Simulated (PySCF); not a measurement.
**Rh⁺ (rhodium, charge +1) across methods**

[Kr] 4d7 5p1, one real determinant (an excited configuration). Calculation: PySCF 2.14, in x2c-TZVPPall (8s6p6d2f1g, 79 functions); scalar relativity by spin-free X2C-1e.

| method | E (hartree) | mean ε 4d α (eV) | mean ε 4d β (eV) | mean ε 5p α (eV) | Σ⟨r²⟩ (bohr²) | ⟨S²⟩ |
| --- | --- | --- | --- | --- | --- | --- |
| PBE | -4782.65 | -18.867 | -16.975 | -8.391 | 46.29 | 6.001 |
| LDA | -4777.84 | -18.993 | -17.045 | -8.499 | 46.02 | 6.000 |
| r2SCAN | -4783.06 | -19.290 | -17.215 | -8.476 | 46.13 | 6.002 |
| LC-wPBE | -4782.63 | -23.580 | -21.639 | -10.778 | 46.19 | 6.002 |
| UHF | -4780.73116 | -25.890 | -23.317 | -10.110 | 48.09 | 6.005 |
| BHandHLYP | -4783.06 | -22.568 | -20.572 | -9.298 | 46.86 | 6.003 |
| HSE06 | -4782.69 | -20.396 | -18.365 | -8.577 | 46.46 | 6.001 |
| PBE0 | -4782.73 | -20.816 | -18.777 | -8.937 | 46.41 | 6.002 |
| wB97X | -4783.18 | -23.189 | -21.402 | -10.307 | 46.71 | 6.002 |

⟨L²⟩ = 13.75 against 20 for a pure G term, so this real determinant mixes terms.
